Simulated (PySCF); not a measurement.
Scan of H3O (cation, charge +1), singlet: umbrella (inversion) coordinate, bond length relaxed. Scanned: angle between the O-H bonds and the threefold axis (90 = planar). Other coordinates (O-H bond length) were minimised at PBE0/def2-TZVP.

Levels: PBE/cc-pVTZ (PySCF); r2SCAN/cc-pVTZ (PySCF); CCSD(T) on RHF/cc-pVTZ, 1 core orbital frozen (PySCF).

Energies relative to the lowest point of each profile, in mEh; the last columns give the difference from CCSD(T):

| a / ° | PBE | r2SCAN | CCSD(T) | PBE − CCSD(T) | r2SCAN − CCSD(T) |
|---|---|---|---|---|---|
| 90 | 2.9 | 2.5 | 3.4 | -0.6 | -0.9 |
| 93 | 2.7 | 2.3 | 3.2 | -0.6 | -0.9 |
| 96 | 2.2 | 1.9 | 2.6 | -0.5 | -0.8 |
| 99 | 1.4 | 1.2 | 1.8 | -0.3 | -0.6 |
| 102 | 0.7 | 0.5 | 0.9 | -0.2 | -0.4 |
| 105 | 0.1 | 0.0 | 0.2 | -0.1 | -0.2 |
| 108 | 0.0 | 0.0 | 0.0 | 0.0 | 0.0 |
| 111 | 0.6 | 0.8 | 0.6 | 0.0 | 0.2 |
| 114 | 2.4 | 2.7 | 2.4 | 0.0 | 0.3 |
| 117 | 5.5 | 6.0 | 5.6 | -0.1 | 0.4 |
| 120 | 10.3 | 11.1 | 10.6 | -0.3 | 0.5 |
| 123 | 17.3 | 18.4 | 17.8 | -0.6 | 0.6 |
| 126 | 26.6 | 28.1 | 27.5 | -0.9 | 0.6 |
| 129 | 38.6 | 40.7 | 40.0 | -1.4 | 0.7 |
| 132 | 53.7 | 56.4 | 55.6 | -1.9 | 0.8 |

PBE is furthest from CCSD(T) at 132 (-1.9 mEh, below); its mean absolute difference over the points is 0.5 mEh.

r2SCAN is furthest from CCSD(T) at 90 (-0.9 mEh, below); its mean absolute difference over the points is 0.5 mEh.
